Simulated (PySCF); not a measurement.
Stepwise substitution at one centre (In H-SH). Gas-phase values, no solvent. One relaxed conformer stands for each flexible species; it need not be the lowest. Strings in code marks are SMILES.

Quantity: vertical ionisation energy (energy after one electron is removed minus that of the parent at the parent's geometry), in eV.

Case: `[SH][InH2]`. Geometry of `[SH][InH2]` (neutral, multiplicity 1, Å):

```xyz
5

S      1.6719     0.2281     0.3799
In    -0.6824     0.2222    -0.1374
H      1.7802    -1.1205     0.3339
H     -1.3723     1.7979    -0.2074
H     -1.3965    -1.3285    -0.3745
```

### Question
Estimate the vertical ionisation energy (energy after one electron is removed minus that of the parent at the parent's geometry) that B3LYP/6-31G* (LANL2DZ on In) // PBE-D3(BJ)/def2-TZVP (PySCF) returns for this input.

### Answer
9.70 eV.
